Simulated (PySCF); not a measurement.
Species: C4H4FNSe.
Atom-mapped SMILES: `[CH3:1][c:2]1[n:3][cH:4][se:5][c:6]1[F:7]` (hydrogens: H8, H9, H10 on C1; H11 on C4)

Computed with PySCF at PBE0/def2-SVPD, non-relativistic, on one gas-phase PBE0-D3(BJ)/def2-SVP geometry that isn't relaxed in the solvent. The solvent is an IEF-PCM continuum (cavity from Bondi-type radii × 1.2). Only the electrostatic response of the medium enters. Spin–orbit coupling is left out although an atom past zinc is present.

Gas phase at PBE0/def2-SVPD: HOMO -6.97 eV, LUMO -1.04 eV, dipole 0.71 D.

Question: What does the continuum do to the energy, the frontier levels and the dipole at PBE0/def2-SVPD in tetrahydrofuran and methanol?

Answer: 
| solvent | ε | E(solvent) − E(gas) (kcal/mol) | polarisation term (kcal/mol) | distortion of the solute (kcal/mol) | HOMO (eV) | LUMO (eV) | dipole (D) |
| --- | --- | --- | --- | --- | --- | --- | --- |
| tetrahydrofuran | 7.426 | -3.10 | -3.53 | 0.43 | -6.92 | -1.01 | 1.12 |
| methanol | 32.61 | -3.75 | -4.40 | 0.65 | -6.92 | -1.01 | 1.23 |

The polarisation term is half the interaction of the solute with the surface charges that it induces; the rest is the cost of distorting the solute's density. The sum is the electrostatic part of solvation alone. From tetrahydrofuran to methanol the lowering changes by a factor 1.21, Onsager's factor (ε − 1)/(2ε + 1) by 1.18 and ε itself by 4.4.

Question: How does the static polarisability (PBE0/def2-SVPD, frozen core, with the continuum's full static response) change?

Answer: 
```
         medium  isotropic (au)  principal values (au)  ⟨r²⟩ of the electrons (bohr²)
            gas            78.1      53.1, 80.0, 101.2                          987.7
tetrahydrofuran           102.7     69.3, 105.6, 133.1                          987.3
       methanol           108.7     74.3, 111.5, 140.2                          987.2
```

The isotropic value in methanol is 1.39 times the gas-phase one; no cavity-field correction is applied. ⟨r²⟩ is taken about the centre of nuclear charge.
